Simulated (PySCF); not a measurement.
**W⁺ (tungsten, charge +1) across methods**

[Xe] 4f14 5d3 6s2, high-spin 4F determinant (an excited configuration). Calculation: PySCF 2.14, in aug-cc-pVQZ-PP with ECP60MDF; scalar relativity through the core potential.

```
   method  E (hartree)  mean ε 5d α (eV)  mean ε 6s α (eV)  mean ε 6s β (eV)  Σ⟨r²⟩ (bohr²)   ⟨S²⟩
BHandHLYP     -66.8416           -17.404           -14.728           -13.676          45.31  3.755
    TPSSh     -66.9204           -15.301           -13.748           -12.423          45.15  3.755
     MN15     -66.8598           -16.365           -15.142           -13.953          45.09  3.754
      PBE     -66.9602           -14.603           -13.471           -12.249          45.07  3.754
     PBE0     -66.9245           -16.113           -14.215           -12.941          45.09  3.755
      UHF    -66.37482           -20.071           -15.722           -13.983          46.13  3.762
      LDA     -66.7786           -14.541           -13.721           -12.593          45.09  3.753
```

Q: Estimate the same row for r2SCAN.

A: E (hartree) = -66.9602; mean ε 5d α (eV) = -15.205; mean ε 6s α (eV) = -13.675; mean ε 6s β (eV) = -12.287; Σ⟨r²⟩ (bohr²) = 45.24; ⟨S²⟩ = 3.763.

Energies and moments cover only the electrons outside the core potential. Spin-orbit coupling, absent here, splits the open shell strongly.
